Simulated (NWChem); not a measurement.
# GeSiNH₇; SMILES N[SiH2][GeH3]

```xyz
10

Si    -0.5882     1.1951    -0.0001
N      0.7363     2.3464    -0.0002
Ge     0.0770    -1.1185     0.0000
H     -1.4170     1.4526    -1.2304
H     -1.4159     1.4525     1.2309
H      1.3344     2.3589    -0.8323
H      1.3312     2.3619     0.8342
H      0.9389    -1.4411    -1.2554
H     -1.1171    -2.1158     0.0151
H      0.9631    -1.4323     1.2408
```
Atoms are numbered in this order, from 1.

All runs: NWChem. Pople sets run with spherical d functions. Geometry: optimised at PBE-D3(BJ)/def2-SVP. Vertical excitations in the gas phase; the lowest state need not have the same character in each row.

Problem. Among these, which level gives the highest value of “lowest excitation, singlet (eV)”?
A) B3LYP/6-31G*, full TDDFT
B) PBE/6-31G*, full TDDFT
C) LDA (Slater exchange, VWN5)/6-31G*, full TDDFT
D) Hartree-Fock/6-31G*, TDHF

Solution. D, Hartree-Fock/6-31G*, TDHF. Values: LDA (Slater exchange, VWN5)/6-31G*, full TDDFT 5.17; PBE/6-31G*, full TDDFT 5.23; B3LYP/6-31G*, full TDDFT 5.65; Hartree-Fock/6-31G*, TDHF 6.91
